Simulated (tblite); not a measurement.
Isomers of C3H14FPSi3. Computed values, GFN2-xTB/tblite, gas phase, harmonic and unscaled. This tight-binding method is rough: wavenumbers can miss measured ones by several per cent, in bad cases by 10 to 20. Modes of hydrogen on phosphorus and silicon can be 10 to 20 % off. One conformer each.

Electronic energies: GFN2-xTB at the same geometries; isomer energies are rough at this level and their order can be wrong.

```json
{"SMILES": "CCC[Si@@H](F)P([SiH3])[SiH3]", "electronic energy, lowest = 0 (kcal/mol)": "0.0"}
{"SMILES": "FC[C@@H](C[SiH3])[SiH2]P[SiH3]", "electronic energy, lowest = 0 (kcal/mol)": "47.3"}
{"SMILES": "C[Si@@](P)(C[SiH3])C[SiH2]F", "electronic energy, lowest = 0 (kcal/mol)": "22.5"}
```

Task: How do GFN2-xTB zero-point energies change the relative energies?

Result: 
```
                        SMILES  ZPE (kcal/mol)  of it from modes above 1550 cm⁻¹  electronic (kcal/mol)  with ZPE, lowest = 0 (kcal/mol)  lowest mode (cm⁻¹)  rings
  CCC[Si@@H](F)P([SiH3])[SiH3]            97.0                              52.5                    0.0                              0.0                  21      0
   C[Si@@](P)(C[SiH3])C[SiH2]F            95.3                              53.0                   22.5                             20.7                  21      0
FC[C@@H](C[SiH3])[SiH2]P[SiH3]            93.5                              50.1                   47.3                             43.9                  24      0
```

The zero-point energies span 3.5 kcal/mol, from `FC[C@@H](C[SiH3])[SiH2]P[SiH3]` to `CCC[Si@@H](F)P([SiH3])[SiH3]`. The order is unchanged.
